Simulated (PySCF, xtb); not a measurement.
C3H7NOSi, SMILES C#C[Si@H](N)OC. One conformer was computed; it need not be the lowest.

Harmonic wavenumbers (cm⁻¹) from GFN2-xTB (xtb 6.7.1) at its own minimum, in rising order: 52, 93, 100, 130, 153, 175, 255, 320, 326, 505, 618, 647, 679, 685, 709, 753, 842, 925, 1137, 1139, 1154, 1419, 1483, 1490, 1525, 2216, 2226, 2940, 2954, 2987, 3350, 3486, 3520.

Question: What does B3LYP-D3(BJ)/def2-SVP in PySCF give at its own minimum? (Estimate from the structure and the level; the computed values follow.)

Answer: 59, 109, 124, 156, 188, 224, 292, 388, 402, 409, 606, 735, 739, 748, 764, 874, 890, 930, 1146, 1180, 1212, 1475, 1477, 1479, 1540, 2151, 2242, 2983, 3050, 3099, 3456, 3572, 3665. Paired by order, the mean absolute difference is 53 cm⁻¹ and the zero-point energies are 58.6 and 60.6 kcal/mol.
